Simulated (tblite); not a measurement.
Species: C₅H₁₃PSi.
Cartesian coordinates in Å at the GFN2-xTB level; atoms count from 1:
```xyz
20
C5H13PSi angstrom
C      2.5667    1.0538    0.1654
Si     1.8433   -0.6733   -0.1415
P     -0.1840   -0.7344    0.8220
C     -0.7430   -2.3862    0.2029
C     -1.0865    0.3168   -0.3874
C     -1.2083    1.7848   -0.1023
C     -2.4087    0.9056    0.0154
H      2.5723    1.2866    1.2263
H      3.5877    1.1182   -0.1959
H      1.9844    1.8205   -0.3377
H      1.8322   -0.9473   -1.5900
H      2.6686   -1.7079    0.4952
H     -0.6548   -2.4577   -0.8799
H     -0.1344   -3.1578    0.6692
H     -1.7824   -2.5391    0.4906
H     -0.9776    0.0196   -1.4270
H     -0.7679    2.1601    0.8101
H     -1.1505    2.4749   -0.9313
H     -3.1827    0.9841   -0.7342
H     -2.7793    0.6892    1.0067
```

Computed values, GFN2-xTB/tblite, gas phase, harmonic and unscaled. This tight-binding method is rough: wavenumbers can miss measured ones by several per cent, in bad cases by 10 to 20. Modes of hydrogen on silicon can be 10 to 20 % off. One conformer, not necessarily the lowest.

Harmonic wavenumbers (cm⁻¹): 35.8, 50.7, 105.1, 119.8, 138.8, 169.3, 187.7, 200.3, 279.9, 327.9, 412.7, 484.2, 549.1, 640.2, 661.7, 732.9, 752.6, 789.1, 806.2, 824.3, 831.2, 834.1, 882.8, 887.1, 961.2, 993.2, 1033.7, 1067.2, 1069.3, 1091.6, 1154.0, 1220.0, 1320.0, 1326.7, 1364.9, 1434.1, 1450.9, 1459.0, 1478.4, 1483.2, 1485.2, 2155.8, 2208.7, 2976.3, 2989.4, 3000.2, 3018.0, 3036.9, 3038.9, 3050.7, 3074.5, 3075.5, 3078.1, 3094.7.

A = 2211, B = 1342, C = 927.2 MHz; mass 132.052 u (most abundant isotopes); point group C1, symmetry number 1.

Task: What is the zero-point energy?

Result: ½Σν̃ = 35447 cm⁻¹ = 101.35 kcal/mol.

Task: Give the ideal-gas entropy at 350 K and 1 bar in the rigid-rotor, harmonic-oscillator model (classical rotation).

Result: Translation 41.37, rotation 29.63, vibration 40.39: S = 111.4 cal/(mol K).

Task: And Cp and H(350 K) − H(0)?

Result: Cp = 46.84 cal/(mol K), of which vibrations give 38.89 (their classical limit is 54 R = 107.3); H(350 K) − H(0) = 9.89 kcal/mol without the zero-point energy, 7.10 from vibrations.

Task: Blend soft modes into free rotors: weight 1/[1 + (100 cm⁻¹/ν̃)⁴] for the oscillator and the rest for a rotor with moment μB/(μ + B), μ = h/(8π²ν), B = 10⁻⁴⁴ kg m². What vibrational entropy results?

Result: 36.69 cal/(mol K) in place of 40.39, which changes −T·S at 350 K by +1.30 kcal/mol.

Task: What must be added to the electronic energy to get the Gibbs energy at 350 K and 1 bar?

Result: ZPE + [H(350 K) − H(0)] − T·S = 101.35 + 9.89 − 38.99 = 72.25 kcal/mol.

Task: Which modes carry the vibrational entropy at 350 K?

Result: 35.8 cm⁻¹: 5.80; 50.7 cm⁻¹: 5.11; 105.1 cm⁻¹: 3.67; 119.8 cm⁻¹: 3.41; 138.8 cm⁻¹: 3.13; 169.3 cm⁻¹: 2.75 cal/(mol K); the other 48 give 16.53 together.

Hindered rotation and anharmonicity are outside this model. Other conformers, if any are populated, would add a mixing term that is left out. The structure is chiral; the term R ln 2 for an equal mix with its mirror image is left out.
